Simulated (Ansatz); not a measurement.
System: CH6NSi, charge -1, multiplicity 1. It need not be the lowest isomer of its formula. Whether it binds its extra electron was not tested at this geometry. 
Structure (B3LYP-D3(BJ)/def2-TZVP (Ansatz, a first-principles code) minimum search):
```xyz
9

C     -1.6537     0.1844    -0.0913
N     -0.4216    -0.5052    -0.3929
Si     1.1172     0.1170     0.3938
H     -1.7628     1.1870    -0.5538
H     -1.7121     0.3423     0.9916
H     -2.5417    -0.3978    -0.3888
H     -0.3432    -0.6529    -1.3920
H      2.0565    -0.9228    -0.2535
H      1.5358     1.2355    -0.6191
```
Charge -1, spin multiplicity 1.

Total electronic energies in hartree. Valence correlation only, unless marked. Spin-orbit coupling is left out. Non-relativistic. CBS(X,Y): correlation extrapolated as X^-3; Hartree-Fock from the larger set. The bracket is a focal-point correction in the basis named.

```json
[
 {"level": "HF/cc-pwCVTZ", "program": "Ansatz", "energy (Eh)": "-384.75368"},
 {"level": "HF/cc-pV(Q+d)Z", "program": "Ansatz", "energy (Eh)": "-384.76590"},
 {"level": "SVWN5/def2-TZVPD", "program": "Ansatz", "energy (Eh)": "-383.99583"},
 {"level": "BLYP/def2-TZVPD", "program": "Ansatz", "energy (Eh)": "-385.94909"},
 {"level": "revPBE-D4/def2-TZVPD", "program": "Ansatz + dftd4", "energy (Eh)": "-385.93289"},
 {"level": "PBE0/def2-SVP", "program": "Ansatz", "energy (Eh)": "-385.53772"},
 {"level": "r2SCAN0/def2-TZVPD", "program": "Ansatz", "energy (Eh)": "-385.89493"},
 {"level": "HSE06/def2-TZVPD", "program": "Ansatz", "energy (Eh)": "-385.74592"},
 {"level": "wB97X-V/def2-TZVPD", "program": "Ansatz", "energy (Eh)": "-385.92015"},
 {"level": "B2GP-PLYP/def2-TZVPD", "program": "Ansatz", "energy (Eh)": "-385.72326"},
 {"level": "RPA@PBE/cc-pV(Q+d)Z", "program": "Ansatz", "energy (Eh)": "-385.72411"},
 {"level": "MP2/STO-3G", "program": "Ansatz", "energy (Eh)": "-380.15624"},
 {"level": "MP2/cc-pV(D+d)Z", "program": "Ansatz", "energy (Eh)": "-385.13576"},
 {"level": "RI-MP2/aug-cc-pV(T+d)Z", "program": "Ansatz", "energy (Eh)": "-385.30760"},
 {"level": "RI-MP2/cc-pV(T+d)Z", "program": "Ansatz", "energy (Eh)": "-385.28746"},
 {"level": "RI-MP2/CBS(aug-cc-pV(T+d)Z,aug-cc-pV(Q+d)Z)", "program": "Ansatz", "energy (Eh)": "-385.3683"},
 {"level": "SCS-MP2/cc-pwCVTZ", "program": "Ansatz", "energy (Eh)": "-385.30361"},
 {"level": "CCSD(T)/cc-pwCVTZ", "program": "Ansatz", "energy (Eh)": "-385.35757"},
 {"level": "CCSD(T) with core electrons (1s frozen past Ne)/cc-pwCVTZ", "program": "Ansatz", "energy (Eh)": "-385.71580"},
 {"level": "RI-MP2/CBS(aug-cc-pV(T+d)Z,aug-cc-pV(Q+d)Z)+[CCSD(T)-MP2]/aug-cc-pV(D+d)Z", "program": "Ansatz", "energy (Eh)": "-385.4323"},
 {"level": "RI-MP2/CBS(aug-cc-pV(T+d)Z,aug-cc-pV(Q+d)Z)+[CCSD(T)-MP2]/aug-cc-pV(T+d)Z", "program": "Ansatz", "energy (Eh)": "-385.4308"},
 {"level": "RI-MP2/CBS(aug-cc-pV(T+d)Z,aug-cc-pV(Q+d)Z)+[CCSD(T)-MP2]/aug-cc-pV(Q+d)Z", "program": "Ansatz", "energy (Eh)": "-385.4255"},
 {"level": "CCSD(T)/CBS(aug-cc-pV(T+d)Z,aug-cc-pV(Q+d)Z)", "program": "Ansatz", "energy (Eh)": "-385.4219"}
]
```

Totals of different functionals don't rank their quality; only differences between species are comparable.
